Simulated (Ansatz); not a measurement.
Reaction (substitution at a C–Sn bond): `N#[C][SnH]([C]#N)[C]#N` + `C[SeH]` → `C[Se]C#N` + `N#[C][SnH2][C]#N`

Isolated molecules relaxed with PBE0-D4/def2-TZVP in Ansatz; ΔE leaves out vibrations. CCSD(T)/CBS adds triple-zeta CCSD(T) − MP2 to the extrapolated MP2 energy (def2 sets, frozen cores). Functionals use def2-TZVPP. B3LYP here is the variant with VWN-RPA as its local correlation; programs differ in this. HSE06 is defined as in plane-wave codes. def2 core potentials past Kr. For Se, Sn outer-core shells are correlated without core-valence functions, which leaves a few kJ/mol of doubt a bond. Scalar relativity is left out up to krypton.

(1) Is it downhill or uphill in electronic energy at CCSD(T)/CBS, and by how much? (Best estimate.)

(2) What do these levels give: PBE-D4, BLYP-D4, r2SCAN-D4, PBE0-D4, B3LYP-D4, r2SCANh-D4, HSE06-D4, ωB97M-V, B2PLYP, MP2/def2-SVP, MP2/def2-QZVPP, MP2/CBS(def2)? (An estimate is asked.)

Largest T1 diagnostic among the species: 0.015.

Answers

(1) The calculation gave: Uphill: ΔE = +26.4 kJ/mol.

(2) Computed: PBE-D4 6.2, BLYP-D4 9.9, r2SCAN-D4 10.4, PBE0-D4 11.2, B3LYP-D4 13.4, r2SCANh-D4 11.7, HSE06-D4 11.0, ωB97M-V 19.0, B2PLYP 18.0, MP2/def2-SVP 28.3, MP2/def2-QZVPP 23.5, MP2/CBS(def2) 24.7 kJ/mol.

In def2-TZVPP, CCSD(T) changes the Hartree–Fock value by −4.0 kJ/mol (the triples alone add −1.5 kJ/mol) and MP2 by −5.8 kJ/mol. Leaving LDA and LC-ωPBE aside and taking each functional with its dispersion term where it has one, the values, not all of them listed here, spread over 12.8 kJ/mol, from PBE-D4 to BHLYP-D4. LDA lies −7.7 kJ/mol from PBE without D4. From PBE to PBE0 (25 % exact exchange), in def2-TZVPP and without D4, ΔE moves by +4.8 kJ/mol.
